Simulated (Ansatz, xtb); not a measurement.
# Two isomers of HIOSi

We compare X, `O=[SiH]I`, a singlet, with Y, `O[Si]I`, a singlet. Both are isolated molecules in the gas phase, relaxed with B3LYP-D3(BJ)/def2-SVP; the shapes shown needn't be the lowest conformers.

X (Å):

```json
{"atom": "I", "x (Å)": "-0.1027", "y (Å)": "0.4254", "z (Å)": "-1.2130"}
{"atom": "O", "x (Å)": "-2.7766", "y (Å)": "-1.0290", "z (Å)": "0.6061"}
{"atom": "Si", "x (Å)": "-1.8122", "y (Å)": "0.1557", "z (Å)": "0.4930"}
{"atom": "H", "x (Å)": "-1.7677", "y (Å)": "1.3256", "z (Å)": "1.4050"}
```

Y (Å):

```yaml
atoms:
  - { symbol: I, position_ang: [-1.6036, 1.0931, -1.6079] }
  - { symbol: O, position_ang: [-1.7634, -0.2362, 1.4163] }
  - { symbol: Si, position_ang: [-0.4932, -0.1137, 0.3605] }
  - { symbol: H, position_ang: [-2.6458, 0.1064, 1.2085] }
```

Quicker runs give these differences E(Y) − E(X): GFN2-xTB +101.1 kJ/mol; HF/STO-3G −168.9 kJ/mol (at GFN2-xTB geometries); r2SCAN-D4/def2-SVP −61.2 kJ/mol (at GFN2-xTB geometries).

Task: Which of the two would you expect CCSD(T)/def2-TZVPP electronic energies to favour?

Result: Structure Y; the calculation gives E(Y) − E(X) = −55.6 kJ/mol.

Level by level:

| level | geometry | E(Y) − E(X) (kJ/mol) | departure from the last row (kJ/mol) | job, with rough time for the two |
| --- | --- | --- | --- | --- |
| GFN2-xTB | GFN2-xTB | +101.1 | +156.7 | optimisation, 0.3 s |
| HF/STO-3G | GFN2-xTB | −168.9 | −113.3 | single point, 3.4 s |
| r2SCAN-D4/def2-SVP | GFN2-xTB | −61.2 | −5.6 | single point, 6.9 s |
| B3LYP-D3(BJ)/def2-SVP | B3LYP-D3(BJ)/def2-SVP | −73.6 | −18.0 | optimisation, 86 s |
| HF/def2-TZVPP | B3LYP-D3(BJ)/def2-SVP | −80.6 | −25.0 | part of the CCSD(T) run |
| MP2/def2-TZVPP | B3LYP-D3(BJ)/def2-SVP | −40.1 | +15.4 | part of the CCSD(T) run |
| CCSD(T)/def2-TZVPP | B3LYP-D3(BJ)/def2-SVP | −55.6 |  | single point, 1.9 min |

As drawn, Y has 1 O–Si, 1 O–H in place of 1 O=Si, 1 Si–H.

GFN2-xTB puts the two in the other order. The largest departure from CCSD(T)/def2-TZVPP is that of GFN2-xTB, 156.7 kJ/mol.

With harmonic frequencies from B3LYP-D3(BJ)/def2-SVP (ideal gas, rigid rotor, one conformer each, 298.15 K, 1 atm): on the last row, ΔE + ΔZPE = −49.1, ΔH = −48.7, ΔG = −50.1 kJ/mol.

The correlated steps freeze 10 core orbitals; the filled d shell of I is correlated, in a basis made for valence electrons. Atoms past krypton carry core potentials in the def2 sets, other sets are all-electron and non-relativistic, and no spin–orbit term is included. Codes used: Ansatz 0.2.0, xtb 6.7.1; the last row on 1 thread of Intel(R) Xeon(R) Processor @ 2.50GHz (Skylake/Cascade Lake) on a shared host.
